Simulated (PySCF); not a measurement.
SiOBr, SMILES [Si](Br)=O, multiplicity 2. Atoms are numbered in the order given.

```xyz
3

Si     0.4667     1.1682     0.0000
O     -0.5323     2.3259     0.0000
Br    -0.0650    -0.9989     0.0000
```
Charge 0, spin multiplicity 2.

The structure is a stationary point at TPSSh-D3(BJ)/def2-TZVP.

The numbers are results of PySCF with B3LYP/def2-TZVPD, not measurements.

Mulliken values depend strongly on the basis, most of all with diffuse functions as here. ESP charges are fitted to the potential on shells at 1.4 to 2.0 van der Waals radii. Atomic charges (e):

```
atom  Mulliken  ESP fit  Mulliken spin
----  --------  -------  -------------
Si1       0.47     0.46           0.54
O2       -0.33    -0.43           0.26
Br3      -0.13    -0.03           0.20
```
